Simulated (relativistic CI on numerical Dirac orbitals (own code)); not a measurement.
# Ni²⁺ in a cubic cluster: L2,3 absorption with charge transfer

Computed with a charge-transfer multiplet model of a cubic metal-ligand cluster with up to 2 ligand holes, Slater and spin-orbit integrals from Dirac-Coulomb-Breit ions, Slater integrals scaled by 0.7. The ground state mixes d8 with configurations of k ligand holes L, whose averages lie at kΔ + k(k − 1)U_dd/2; a core hole lowers each added d electron by U_cd. 20 K, Lorentzian 0.4 eV and Gaussian 0.3 eV FWHM.

Atomic integrals in eV (Slater integrals scaled, ζ unscaled), ground: F2dd 8.519, F4dd 5.287, zeta_d 0.080; with the core hole: F2dd 8.519, F4dd 5.287, zeta_d 0.103, zeta_core 11.413, F2cd 5.424, G1cd 4.090, G3cd 2.325.

Cluster parameters (eV): Δ = 5.3, U_dd = 8.1, U_cd = 9.4, 10Dq = 1.25, 10Dq(ligand) = 1.3, final-state hopping factor = 0.8.

| Case | n_d | d8 | d9L | d10L2 | S |
| --- | --- | --- | --- | --- | --- |
| V(eg) = 2 eV, V(t2g) = -0.99 eV | 8.14 | 0.86 | 0.14 | 0.00 | 1.00 |
| V(eg) = 2.3 eV, V(t2g) = -1.14 eV | 8.17 | 0.83 | 0.17 | 0.00 | 1.00 |
| V(eg) = 2.9 eV, V(t2g) = -1.44 eV | 8.23 | 0.77 | 0.22 | 0.01 | 1.00 |
| V(eg) = 3.2 eV, V(t2g) = -1.59 eV | 8.26 | 0.75 | 0.24 | 0.01 | 1.00 |
| V(eg) = 3.5 eV, V(t2g) = -1.74 eV | 8.29 | 0.73 | 0.26 | 0.01 | 1.00 |

Weights, n_d and S are thermal averages at 20 K. Photon energies count from the first peak over 30 % of the highest in each spectrum, which can be another peak from case to case. The parameters are a model scan and need not match a compound or its usual spin state. Peaks in eV (height, largest 100):
- V(eg) = 2 eV, V(t2g) = -0.99 eV: 0.0 (100), 1.6 (21), 17.2 (25), 18.1 (25)
- V(eg) = 2.3 eV, V(t2g) = -1.14 eV: 0.0 (100), 1.5 (21), 17.2 (26), 18.0 (25)
- V(eg) = 2.9 eV, V(t2g) = -1.44 eV: 0.0 (100), 1.5 (20), 17.3 (26), 18.1 (26)
- V(eg) = 3.2 eV, V(t2g) = -1.59 eV: 0.0 (100), 1.4 (19), 17.2 (26), 18.0 (25)
- V(eg) = 3.5 eV, V(t2g) = -1.74 eV: 0.0 (100), 1.4 (19), 17.2 (27), 18.0 (25)

For the case V(eg) = 2.9 eV, V(t2g) = -1.44 eV, Δ = 5.3 eV is smaller than U_dd = 8.1 eV, the charge-transfer side of the Zaanen-Sawatzky-Allen scheme. With the core hole the configuration with one ligand hole lies at Δ + U_dd − U_cd = 4.0 eV above the one without, against Δ in the ground state. The added d electron screens the hole, so the order of the configurations is kept and charge-transfer satellites are weaker than in photoemission.
